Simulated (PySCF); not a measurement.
C2H3O (SMILES [CH]1CO1), doublet, at a GFN2-xTB geometry; R2SCAN/3-21G (PySCF).

PySCF was given this input:
```python
from pyscf import gto, scf, dft

mol = gto.Mole()
mol.atom = '''
    C     0.01087352    0.76232142   -0.35451736
    O     0.03604346    0.06301074    0.80368470
    C     0.04678985   -0.68289431   -0.41305190
    H    -0.76746590    1.46394712   -0.59035908
    H    -0.84981573   -1.26718433   -0.59441867
    H     0.98295372   -1.17741137   -0.63928419
'''
mol.basis = '3-21g'
mol.spin = 1
mol.verbose = 4
mol.build()

mf = dft.UKS(mol)
mf.xc = 'r2scan'
mf.kernel()
```

It wrote (shortened):

```
PySCF version 2.14.0

[INPUT] verbose = 4
[INPUT] num. atoms = 6
[INPUT] num. electrons = 23
[INPUT] charge = 0
[INPUT] spin (= nelec alpha-beta = 2S) = 1
[INPUT] symmetry False subgroup None
[INPUT] Mole.unit = angstrom
[INPUT] Symbol           X                Y                Z      unit          X                Y                Z       unit  Magmom
[INPUT]  1 C      0.010873520000   0.762321420000  -0.354517360000 AA    0.020547974810   1.440578702690  -0.669940716804 Bohr   0.0
[INPUT]  2 O      0.036043460000   0.063010740000   0.803684700000 AA    0.068112267982   0.119073041506   1.518743973503 Bohr   0.0
[INPUT]  3 C      0.046789850000  -0.682894310000  -0.413051900000 AA    0.088420001909  -1.290483217924  -0.780554966231 Bohr   0.0
[INPUT]  4 H     -0.767465900000   1.463947120000  -0.590359080000 AA   -1.450300360943   2.766459117646  -1.115616976350 Bohr   0.0
[INPUT]  5 H     -0.849815730000  -1.267184330000  -0.594418670000 AA   -1.605918986047  -2.394631333040  -1.123288489628 Bohr   0.0
[INPUT]  6 H      0.982953720000  -1.177411370000  -0.639284190000 AA    1.857513323922  -2.224985025249  -1.208072034864 Bohr   0.0

nuclear repulsion = 69.4290793647544
number of shells = 21
number of NR pGTOs = 54
number of NR cGTOs = 33
basis = 3-21g
ecp = {}

******** <class 'pyscf.dft.uks.UKS'> ********
method = UKS
initial guess = minao
damping factor = 0
level_shift factor = 0
DIIS = <class 'pyscf.scf.diis.CDIIS'>
diis_start_cycle = 1
diis_space = 8
diis_damp = 0
SCF conv_tol = 1e-09
SCF conv_tol_grad = None
SCF max_cycles = 50
direct_scf = True
direct_scf_tol = 1e-13
number electrons alpha = 12  beta = 11
XC library pyscf.dft.libxc version 7.1.2
    S. Lehtola, C. Steigemann, M. J. T. Oliveira, and M. A. L. Marques,  SoftwareX 7, 1–5 (2018)
XC functionals = r2scan
    J. W. Furness, A. D. Kaplan, J. Ning, J. P. Perdew, and J. Sun,  J. Phys. Chem. Lett. 11, 8208–8215 (2020)
    J. W. Furness, A. D. Kaplan, J. Ning, J. P. Perdew, and J. Sun,  J. Phys. Chem. Lett. 11, 9248–9248 (2020)
    J. W. Furness, A. D. Kaplan, J. Ning, J. P. Perdew, and J. Sun,  J. Phys. Chem. Lett. 11, 8208–8215 (2020)
    J. W. Furness, A. D. Kaplan, J. Ning, J. P. Perdew, and J. Sun,  J. Phys. Chem. Lett. 11, 9248–9248 (2020)
radial grids:
    Treutler-Ahlrichs [JCP 102, 346 (1995); DOI:10.1063/1.469408] (M4) radial grids

becke partition: Becke, JCP 88, 2547 (1988); DOI:10.1063/1.454033
pruning grids: <function nwchem_prune>
grids dens level: 3
symmetrized grids: False
atomic radii adjust function: <function treutler_atomic_radii_adjust>
small_rho_cutoff = 0
Set gradient conv threshold to 3.16228e-05
tot grids = 71744
init E= -152.52171796591

cycle= 1 E= -152.120911748879  delta_E= 0.401  |g|= 0.305  |ddm|= 1.73
cycle= 2 E= -151.959686301039  delta_E= 0.161  |g|=  0.7  |ddm|= 0.822
cycle= 3 E= -152.157380857012  delta_E= -0.198  |g|= 0.0529  |ddm|= 0.597
cycle= 4 E= -152.158657698401  delta_E= -0.00128  |g|= 0.0174  |ddm|= 0.0706
cycle= 5 E= -152.158817286311  delta_E= -0.00016  |g|= 0.0061  |ddm|= 0.0257
cycle= 6 E= -152.158837124952  delta_E= -1.98e-05  |g|= 0.00251  |ddm|= 0.00869
cycle= 7 E= -152.158840973456  delta_E= -3.85e-06  |g|= 0.000657  |ddm|= 0.00336
cycle= 8 E= -152.158841375324  delta_E= -4.02e-07  |g|= 8.65e-05  |ddm|= 0.00147
cycle= 9 E= -152.158841384183  delta_E= -8.86e-09  |g|= 2.64e-05  |ddm|= 0.000261
cycle= 10 E= -152.158841384851  delta_E= -6.68e-10  |g|= 4.13e-06  |ddm|= 6e-05
Extra cycle  E= -152.158841384871  delta_E= -2.05e-11  |g|= 2.29e-06  |ddm|= 1.04e-05
converged SCF energy = -152.158841384871  <S^2> = 0.75278997  2S+1 = 2.002788
```
